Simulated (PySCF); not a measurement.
Match each property card to its molecule.

Structures:
1. `C/C=C/c1cccs1`
2. `C(B(F)F)C#CCB(F)F`
3. `C=C[C@@H]1CC[C@@H](B(O)O)C1`

Card P (geometry PBE0-D3(BJ)/def2-SVP):
* Rotational constants A, B, C: 4.429, 0.377, 0.350 GHz
* Static isotropic polarisability (B3LYP/def2-SVPD): 73.8 au
* Point group: C2
* Strongest line among the 6 lowest singlet transitions (TDDFT B3LYP/def2-SVPD): S4 at 6.29 eV (197 nm, f = 0.007)
* Dipole moment (B3LYP/def2-SVPD): 0.35 D
* Lowest singlet excitation (TDDFT B3LYP/def2-SVPD): 6.00 eV (207 nm, f = 0.004)

Card Q (geometry PBE0-D3(BJ)/def2-SVP):
* Rotational constants A, B, C: 2.852, 0.702, 0.623 GHz
* Static isotropic polarisability (CAM-B3LYP/def2-SVPD): 101.6 au
* Strongest line among the 10 lowest singlet transitions (TDDFT CAM-B3LYP/def2-SVPD): S2 at 7.31 eV (170 nm, f = 0.455)
* Lowest triplet excitation (Tamm–Dancoff) (TDA CAM-B3LYP/def2-SVPD): 4.37 eV
* 13C chemical shifts (computed TMS as zero) by class (GIAO B97-2/pcSseg-1): 147.3 (1 C), 116.7 (1 C), 50.0 (1 C), 37.5 (1 C), 36.0 (1 C), 26.3 (1 C), 22.0 (1 C) ppm
* HOMO energy (CAM-B3LYP/def2-SVPD): -8.67 eV
* Point group: C1

Card R (geometry PBE0-D3(BJ)/def2-SVP):
- Rotational constants A, B, C: 4.878, 0.990, 0.827 GHz
- Static isotropic polarisability (B3LYP/def2-SVPD): 109.8 au
- Lowest singlet excitation (TDDFT B3LYP/def2-SVPD): 4.36 eV (284 nm, f = 0.356)
- Dipole moment (B3LYP/def2-SVPD): 0.50 D
- HOMO energy (B3LYP/def2-SVPD): -5.87 eV

Species are written as SMILES; each is one conformer at its optimised geometry, gas phase, non-relativistic unless stated. Electronic properties by PySCF. NMR classes are plain means over equivalent atoms (diastereotopic ones count apart unless rotation or inversion swaps them), as if these changed places fast.

Task: Which card belongs to which structure?

Result: P = 2, Q = 3, R = 1. What ties each card to its structure:
- 1 (card R), C7H8S, monoisotopic mass 124.0 u, 8 heavy atoms: an asymmetric top with C = 0.827 GHz, the highest such constant on the cards; polarisability 109.8 au for 66 electrons; dipole 0.50 D.
- 2 (card P), C4H4B2F4, monoisotopic mass 150.0 u, 10 heavy atoms: point group C2; an asymmetric top with C = 0.350 GHz, the lowest such constant on the cards; polarisability 73.8 au for 74 electrons; dipole 0.35 D.
- 3 (card Q), C7H13BO2, monoisotopic mass 140.1 u, 10 heavy atoms: 7 C in 7 classes; point group C1; the least shielded carbon (147.3 ppm) is an alkene CH carbon; an asymmetric top with C = 0.623 GHz; polarisability 101.6 au for 76 electrons.
